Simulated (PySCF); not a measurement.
**TlSi and its ions**

UHF-MP2; PySCF, scalar-relativistic core potentials, basis sets Tl def2-SVPD with ECP60, Si def2-SVPD. Neutral (UHF): quartet (σ ↑, π ↑↑), Re = 2.693 Å, ωe = 235 cm⁻¹, De = 2.01 eV.

TlSi⁻ (UHF): triplet (π ↑↑), Re = 2.649 Å, ωe = 275 cm⁻¹. The energies at the minima are -460.44199 hartree for TlSi and -460.46815 for TlSi⁻.

(1) Work out the adiabatic electron affinity, without and with harmonic zero-point energies (1 hartree = 27.2114 eV, 1 eV = 8065.5 cm⁻¹), and the change of the bond length.

Correlated steps freeze 9 core orbitals. Correlated levels converge slowly with the basis: in double zeta they bind strong bonds too weakly, by up to about 1 eV, and carry superposition errors of some tenths. Spin–orbit coupling is left out, which matters for elements this heavy, above all for dissociation energies. States were picked by a PBE0 search and need not be the measured ground states.

## Answers

(1) At UHF-MP2: 0.02616 hartree = 0.712 eV between the minima; the zero-point term (235.0 − 275.0)/2 cm⁻¹ = -0.002 eV makes it 0.709 eV. Re changes by -4.4 pm against the neutral. The electron enters a σ orbital, and the shorter bond of the ion fits a bonding orbital, or a change in how ionic the bond is.
